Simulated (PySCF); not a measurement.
SMILES c1ccc(Cc2ccccn2)cc1, singlet, GFN2-xTB optimised geometry.

```
24

C     -0.70    -1.80     0.00
C     -1.38    -0.60     0.00
C     -0.69     0.60     0.00
C      0.70     0.60     0.00
C      1.48     1.89     0.03
C      2.15     2.03     1.37
C      1.41     2.29     2.52
C      2.08     2.37     3.73
C      3.45     2.19     3.75
C      4.09     1.93     2.55
N      3.47     1.85     1.39
C      1.38    -0.61     0.00
C      0.69    -1.80     0.00
H     -1.24    -2.74     0.00
H     -2.46    -0.60     0.00
H     -1.23     1.53     0.00
H      2.25     1.89    -0.74
H      0.81     2.74    -0.14
H      0.34     2.41     2.46
H      1.53     2.57     4.64
H      4.01     2.24     4.68
H      5.17     1.78     2.51
H      2.46    -0.60     0.00
H      1.23    -2.74     0.00
```

Density from PBE0/def2-SVP (PySCF) at that geometry.

Minimum of the electron density along straight lines between bonded atoms, close to the bond critical point (lines longer than 1.1 times the sum of covalent radii, or with two minima, are not listed):

| bond | length / Å | ρ at the minimum / e bohr⁻³ | ∇²ρ there / e bohr⁻⁵ | position (fraction from the first atom) |
|---|---|---|---|---|
| C1–C2 | 1.384 | 0.312 | -0.80 | 0.50 |
| C2–C3 | 1.385 | 0.312 | -0.80 | 0.50 |
| C3–C4 | 1.387 | 0.311 | -0.79 | 0.50 |
| C4–C5 | 1.507 | 0.252 | -0.58 | 0.51 |
| C5–C6 | 1.505 | 0.257 | -0.61 | 0.49 |
| C6–C7 | 1.393 | 0.310 | -0.79 | 0.50 |
| C7–C8 | 1.383 | 0.313 | -0.80 | 0.50 |
| C8–C9 | 1.387 | 0.311 | -0.79 | 0.50 |
| C9–C10 | 1.385 | 0.314 | -0.81 | 0.50 |
| C6–N11 | 1.325 | 0.350 | -1.02 | 0.35 |
| C10–N11 | 1.322 | 0.351 | -0.98 | 0.35 |
| C4–C12 | 1.390 | 0.310 | -0.79 | 0.50 |
| C1–C13 | 1.385 | 0.312 | -0.80 | 0.50 |
| C12–C13 | 1.382 | 0.313 | -0.80 | 0.50 |
| C1–H14 | 1.080 | 0.283 | -1.07 | 0.63 |
| C2–H15 | 1.080 | 0.283 | -1.07 | 0.63 |
| C3–H16 | 1.081 | 0.282 | -1.06 | 0.63 |
| C5–H17 | 1.091 | 0.278 | -1.03 | 0.63 |
| C5–H18 | 1.091 | 0.276 | -1.00 | 0.62 |
| C7–H19 | 1.080 | 0.283 | -1.08 | 0.63 |
| C8–H20 | 1.081 | 0.284 | -1.09 | 0.63 |
| C9–H21 | 1.079 | 0.283 | -1.08 | 0.63 |
| C10–H22 | 1.083 | 0.287 | -1.12 | 0.64 |
| C12–H23 | 1.080 | 0.284 | -1.09 | 0.63 |
| C13–H24 | 1.080 | 0.283 | -1.08 | 0.63 |
